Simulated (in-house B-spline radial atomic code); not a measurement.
The numbers below are computed, except where a source is named.
**Weak and strong correlation along the adiabatic connection**

Two-electron singlets in several external potentials (atomic units), by full CI in B-splines with partial waves to l = 8 (correlation energies up to 0.6 % small). The repulsion is scaled by λ at fixed density; W(λ) is the mean repulsion less the Hartree energy, W(0) = E_x, and the area under W from 0 to 1 is E_xc.

Relative drop (W(λ) − E_x)/E_x:

```csv
system,λ = 0.12,λ = 0.25,λ = 0.4,λ = 0.6,λ = 0.8,λ = 1
"ω²r²/2 − Z/r, ω = 0.464, Z = -0.5",0.0280,0.0544,0.0807,0.1101,0.1342,0.1544
"−V exp(−r²/w²), V = 13.1, w = 2.83",0.0119,0.0240,0.0371,0.0532,0.0679,0.0814
"−Z exp(−kr)/r, Z = 3.81, k = 0.36",0.0052,0.0108,0.0169,0.0249,0.0325,0.0399
"−V exp(−r²/w²), V = 4.57, w = 2.64",0.0156,0.0312,0.0478,0.0676,0.0852,0.1010
"ω²r²/2 − Z/r, ω = 0.105, Z = 0.3",0.0401,0.0750,0.1074,0.1410,0.1670,0.1878
"−V exp(−r²/w²), V = 7.69, w = 6.38",0.0205,0.0405,0.0611,0.0850,0.1057,0.1236
"−Z/r, Z = 8.6, wall at 3.28 bohr",0.0022,0.0045,0.0071,0.0106,0.0140,0.0173
```

(1) Order the systems by how far second-order (GL2) theory, half the initial slope (estimated from the first points of each curve), overshoots the correlation energy, least first.
A. −V exp(−r²/w²), V = 7.69, w = 6.38
B. ω²r²/2 − Z/r, ω = 0.105, Z = 0.3
C. −V exp(−r²/w²), V = 13.1, w = 2.83
D. ω²r²/2 − Z/r, ω = 0.464, Z = -0.5
E. −V exp(−r²/w²), V = 4.57, w = 2.64
F. −Z/r, Z = 8.6, wall at 3.28 bohr
G. −Z exp(−kr)/r, Z = 3.81, k = 0.36

(2) What else changes along this order?

Results:

(1) F (GL2/E_c = 1.03), G (GL2/E_c = 1.07), C (GL2/E_c = 1.16), E (GL2/E_c = 1.22), A (GL2/E_c = 1.29), D (GL2/E_c = 1.38), B (GL2/E_c = 1.61).

(2) The ratio follows the bend of the curve. With it the leading natural occupation goes from 1.999 to 1.876 and −T_c/E_c from 0.97 to 0.63 between the first and the last.
